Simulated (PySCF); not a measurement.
C$_{4}$H$_{11}$BO$_{4}$Si: full NMR table

```yaml
Formula: C4H11BO4Si
SMILES: COB(CC(=O)O[SiH3])OC
InChI: InChI=1S/C4H11BO4Si/c1-7-5(8-2)3-4(6)9-10/h3H2,1-2,10H3
Point_group_of_the_computed_structure: C1
Carbon_signals: 3
Proton_signals: 3
```

Molfile (atoms numbered from 1):
```
C4H11BO4Si
     RDKit          3D

 21 20  0  0  0  0  0  0  0  0999 V2000
   -3.0251    0.9041   -0.8583 C   0  0  0  0  0  0  0  0  0  0  0  0
   -1.9093    1.2079   -0.0589 O   0  0  0  0  0  0  0  0  0  0  0  0
   -1.1011    0.2511    0.4518 B   0  0  0  0  0  0  0  0  0  0  0  0
    0.1485    0.7537    1.3084 C   0  0  0  0  0  0  0  0  0  0  0  0
    1.3172    0.9985    0.4110 C   0  0  0  0  0  0  0  0  0  0  0  0
    1.7309    2.0736    0.0552 O   0  0  0  0  0  0  0  0  0  0  0  0
    1.8947   -0.1375   -0.0283 O   0  0  0  0  0  0  0  0  0  0  0  0
    3.2170    0.0720   -1.1086 Si  0  0  0  0  0  4  0  0  0  0  0  0
   -1.3907   -1.0523    0.2104 O   0  0  0  0  0  0  0  0  0  0  0  0
   -0.6448   -2.1331    0.7086 C   0  0  0  0  0  0  0  0  0  0  0  0
   -3.4509   -0.0803   -0.6116 H   0  0  0  0  0  0  0  0  0  0  0  0
   -2.7443    0.9041   -1.9243 H   0  0  0  0  0  0  0  0  0  0  0  0
   -3.7864    1.6820   -0.7021 H   0  0  0  0  0  0  0  0  0  0  0  0
    0.4282   -0.0005    2.0588 H   0  0  0  0  0  0  0  0  0  0  0  0
   -0.1088    1.7003    1.7987 H   0  0  0  0  0  0  0  0  0  0  0  0
    3.6086   -1.3328   -1.4048 H   0  0  0  0  0  0  0  0  0  0  0  0
    2.7783    0.7563   -2.3526 H   0  0  0  0  0  0  0  0  0  0  0  0
    4.3345    0.7862   -0.4384 H   0  0  0  0  0  0  0  0  0  0  0  0
   -0.8265   -2.2796    1.7871 H   0  0  0  0  0  0  0  0  0  0  0  0
   -0.9687   -3.0432    0.1839 H   0  0  0  0  0  0  0  0  0  0  0  0
    0.4344   -1.9939    0.5432 H   0  0  0  0  0  0  0  0  0  0  0  0
  1  2  1  0
  2  3  1  0
  3  4  1  0
  4  5  1  0
  5  6  2  0
  5  7  1  0
  7  8  1  0
  3  9  1  0
  9 10  1  0
  1 11  1  0
  1 12  1  0
  1 13  1  0
  4 14  1  0
  4 15  1  0
  8 16  1  0
  8 17  1  0
  8 18  1  0
 10 19  1  0
 10 20  1  0
 10 21  1  0
M  END
```

- PBE0-D3(BJ)/def2-SVP structure
- NMR shieldings at CAM-B3LYP/pcSseg-1/GIAO
- program: PySCF 2.14.0 with density-fitted response routines
- rapidly exchanging positions averaged, in vacuum, non-relativistic, single conformer

Shifts are taken against calculated references (same method and geometry level): ¹H (σref 31.33) and ¹³C (σref 182.45) and ²⁹Si (σref 343.41) vs TMS; ¹¹B (σref 99.35) against BF3·OEt2; H2O for ¹⁷O (σref 338.55).

```tsv
carbon	δC, type	δH (multiplicity)	HMBC from (2–3 bonds)	span of the C tensor (ppm)
C1/C10	52.7, CH3	3.81 (s)	–	78
C4	25.7, CH2	1.94 (s)	–	52
C5	182.5, C	–	H16/H17/H18, H14/H15	176
```

Other nuclei:
| atoms | nucleus | environment | δ (ppm) | σ (ppm) |
| --- | --- | --- | --- | --- |
| H16/H17/H18 | ¹H | hydrogen on a silicon bonded to O | 4.64 | 26.69 |
| Si8 | ²⁹Si | silicon bonded to O, 3 H | -37.7 | 381.1 |
| B3 | ¹¹B | boron bonded to C, 2 O | 28.0 | 71.4 |
| O6 | ¹⁷O | carbonyl oxygen | 468.4 | -129.9 |
| O7 | ¹⁷O | oxygen bonded to C, Si | 203.5 | 135.1 |
| O2/O9 | ¹⁷O | oxygen bonded to C, B | 109.1 | 229.5 |

1. δC 182.5: carbonyl carbon.
2. δC 52.7: methyl carbon bonded to O; deshielded by the electronegative neighbour.
3. δC 25.7: sp3 CH2 bonded to B, α to a carbonyl; α to the electron-withdrawing carbonyl group.
4. δH 3.81: hydrogen on a methyl carbon bonded to O; its carbon carries O, which withdraws density.
5. δH 1.94: hydrogen on an sp3 CH2 bonded to B, α to a carbonyl; α to C=O.

A carbon bonded to boron is broadened by the quadrupolar boron nucleus and is often missing from a measured spectrum. Shifts are as computed, not scaled to solution data. Of 1313 compounds with measured shifts, 239 miss one by over three times the rms of a fit or turn the order of signals round; such compounds aren't used in these exercises. Unscaled 17O shifts of doubly bonded oxygen tend to come out too high, by tens of ppm or more. Experimental scales use liquid or dissolved standards, which lie at an offset from isolated H2O (liquid H2O: subtract about 36 ppm). No couplings were computed; multiplicities are counted from neighbouring protons, with m where these are inequivalent, close in shift, in a saturated or five-membered ring or joined by F or P, and br s for small geminal =CH2 splittings.
